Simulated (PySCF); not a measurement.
## Worked example: dipole moment from atomic charges

Sn(H)(OH)2(NH2) (H5NO2Sn), SMILES [NH2][SnH]([OH])[OH]. Atoms are numbered in the order given.

```xyz
9

Sn     0.0435     0.0165     0.2511
N     -1.5272    -1.1665    -0.2809
O     -0.3994     1.7407    -0.6478
O      1.7031    -0.6916    -0.5908
H      0.4161     0.1835     1.9160
H     -1.9820    -1.6379     0.5007
H     -2.2348    -0.6225    -0.7770
H      0.3968     2.2134    -0.9290
H      1.4880    -1.1883    -1.3937
```
Charge 0, spin multiplicity 1.

Geometry: B3LYP-D3(BJ)/def2-SVP. The structure was generated by enumeration; whether it is a known compound was not checked. The def2 effective core potentials stand for the cores of Sn; spin–orbit coupling is left out. One conformer was computed; it need not be the lowest.

Charges (e) from PySCF with PBE/def2-TZVP:

```
atom  ESP fit  Mulliken
----  -------  --------
Sn1     0.956     0.974
N2     -0.915    -0.735
O3     -0.731    -0.646
O4     -0.715    -0.639
H5     -0.098    -0.050
H6      0.332     0.232
H7      0.363     0.247
H8      0.405     0.307
H9      0.405     0.311
```

The dipole moment of the full density is 1.28 D.

Problem. What dipole moment does each set of point charges give, and which comes closer to that of the density?

Solution. 
μ = Σ q r, and 1 e Å = 4.8032 D.
ESP fit: Σ q r = (-0.233, -0.067, 0.149) e Å, |μ| = 1.37 D.
Mulliken: Σ q r = (-0.113, -0.042, 0.357) e Å, |μ| = 1.81 D.
ESP fit comes closer in size. Point charges leave out the atoms' own dipoles (lone pairs, polarised bonds); fits to the potential absorb them, partitions of the density don't.
